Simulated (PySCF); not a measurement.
Zn(Br)(SeH) (BrHSeZn), SMILES [SeH][Zn][Br]. Atoms are numbered in the order given.

```xyz
4

Zn    -0.0081     0.0153     0.0000
Br     0.0038     2.2702     0.0000
Se    -0.0390    -2.2825     0.0000
H      1.4392    -2.3116     0.0000
```
Charge 0, spin multiplicity 1.

Coordinates come from a B3LYP-D3(BJ)/def2-SVP optimisation. The structure was generated by enumeration; whether it is a known compound was not checked. The values are those of a single conformer.

All values below come from PySCF with PBE/pcSseg-1.

GIAO shieldings, no solvent; atoms alike by connectivity are averaged. δ = σ(ref) − σ: ⁷⁷Se against Me2Se (σ = 1634.8 ppm); ¹H against TMS (σ = 31.49 ppm), references at their B3LYP-D3(BJ)/def2-TZVP geometries, non-relativistic (without spin–orbit terms, shifts of atoms bonded to Cl or Br come out too high).

Computed chemical shifts:
```
nucleus  atoms  count  δ (ppm)
-------  -----  -----  -------
⁷⁷Se       Se3      1   -566.0
¹H          H4      1     0.38
```
